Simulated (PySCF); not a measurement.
Computed shifts of a molecule C5H4O2, PBE/pcSseg-1 (PySCF), GIAO, gas phase, equivalent atoms averaged, in ppm (number of nuclei): ¹³C: 218.3 (1), 167.8 (1), 137.1 (2), 115.8 (1). ¹H: 7.23 (2), 7.00 (2). References: ¹³C against TMS (σ = 182.0 ppm); ¹⁷O against H2O (σ = 334.3 ppm); ¹H against TMS (σ = 31.49 ppm), references at their B3LYP-D3(BJ)/def2-TZVP geometries, non-relativistic. Geometry: TPSSh-D3(BJ)/def2-SVP. Other conformers were not sampled.

Task: Identify the compound among the candidates.
A. C=C=C1OC=CO1
B. C#CC1=COCO1
C. C#CC=C1OCO1
D. O=C1C=CC(=O)C1

Result: A, C=C=C1OC=CO1
